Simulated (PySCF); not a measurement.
[Ta(OH)5], neutral singlet in the gas phase. 

Cartesian coordinates (Å):
```xyz
11

Ta     0.0136    -0.1315     0.2385
O     -1.0382     0.9626     1.4546
H     -1.3933     1.8597     1.3530
O     -0.1661     1.4437    -0.9203
H      0.2552     1.4005    -1.7963
O      1.0210    -0.9988    -1.1305
H      1.4962    -1.2656    -1.9266
O     -1.3315    -1.5225     0.2807
H     -2.1184    -1.4188     0.8438
O      1.4411    -0.2706     1.5382
H      1.3434     0.1419     2.4142
```
Charge 0, multiplicity 1.

All levels are single points at this geometry (TPSS-D3(BJ)/def2-SVP); Pople sets use spherical d functions. Orbital energies aren't observables, and empty levels follow the basis.

| level | HOMO (eV) | LUMO (eV) | gap (eV) | dipole (D) | vertical IE, Delta-SCF (eV) |
|---|---|---|---|---|---|
| B3LYP-D3(BJ)/def2-TZVP in PySCF | -8.30 | -1.19 | 7.11 | 1.23 | – |
| PBE-D3(BJ)/def2-TZVP in PySCF | -6.89 | -1.77 | 5.11 | 1.19 | – |
| TPSSh-D3(BJ)/def2-TZVP in PySCF | -7.63 | -1.35 | 6.28 | 1.21 | – |
| B3LYP/6-311+G** (LANL2DZ on Ta) in PySCF | -8.50 | -1.85 | 6.65 | 1.35 | – |
| B3LYP/LANL2DZ in PySCF | -8.26 | -1.56 | 6.70 | 1.71 | – |
| SVWN5/6-31G* (LANL2DZ on Ta) in PySCF | -6.74 | -1.87 | 4.87 | 1.41 | – |
